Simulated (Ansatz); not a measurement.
Consider the isomerisation: `C=C=NB(C)C` → `BCC1CC=N1`.

Isolated molecules relaxed with PBE0-D4/def2-TZVP in Ansatz; ΔE leaves out vibrations. CBS: MP2 limit from def2 TZ/QZ plus the TZ coupled-cluster correction, frozen cores. DFT in def2-TZVPP. B3LYP here is the variant with VWN-RPA as its local correlation; programs differ in this. One conformer a species, not always the lowest.

(1) Is it downhill or uphill in electronic energy at CCSD(T)/CBS, and by how much? (Estimate.)

(2) What do these levels give: PBE0-D4, B3LYP-D4, ωB97X-V, ωB97M-V, PBE, B3LYP, MP2/def2-TZVPP, SCS-MP2/def2-TZVPP, CCSD/def2-TZVPP, HF/def2-QZVPP, MP2/CBS(def2), CCSD/CBS(def2)? (Estimate.)

Largest T1 diagnostic among the species: 0.014.

## Answers

(1) The calculation gave: Uphill: ΔE = +221.1 kJ/mol.

(2) Ansatz gave: PBE0-D4 235.7, B3LYP-D4 259.0, ωB97X-V 212.8, ωB97M-V 228.4, PBE 253.8, B3LYP 264.4, MP2/def2-TZVPP 224.0, SCS-MP2/def2-TZVPP 216.3, CCSD/def2-TZVPP 217.6, HF/def2-QZVPP 230.4, MP2/CBS(def2) 226.0, CCSD/CBS(def2) 219.5 kJ/mol.

From PBE to PBE0 (25 % exact exchange), in def2-TZVPP and without D4, ΔE moves by −15.6 kJ/mol. In def2-TZVPP, CCSD(T) changes the Hartree–Fock value by −11.7 kJ/mol (the triples alone add +1.6 kJ/mol) and MP2 by −6.8 kJ/mol.
